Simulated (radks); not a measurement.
The numbers below are computed, except where a source is named.
Neutral tantalum, 73 electrons, occupied as [Xe] 4f14 5d3 6s2 (the NIST ground configuration). Code: a radial shooting solver on a logarithmic mesh with Libxc functionals. Model: scalar-relativistic Kohn-Sham, PBE, spin-polarised, spherical densities, finite nucleus; open shells are filled with parallel spins first (spin-orbit coupling, left out, can overturn this in heavy ions); Fermi nuclear charge, rms radius 5.3507 fm.

X-ray form factor f0, the Fourier transform of the density (f0(0) = 73):

sin(theta)/lambda (1/angstrom),f0 (electrons)
0.05,71.769
0.1,68.785
0.15,65.203
0.2,61.599
0.25,58.098
0.3,54.713
0.4,48.405
0.5,42.888
0.6,38.170
0.8,30.629
1,25.017
1.25,20.205
1.5,17.198
2,13.617
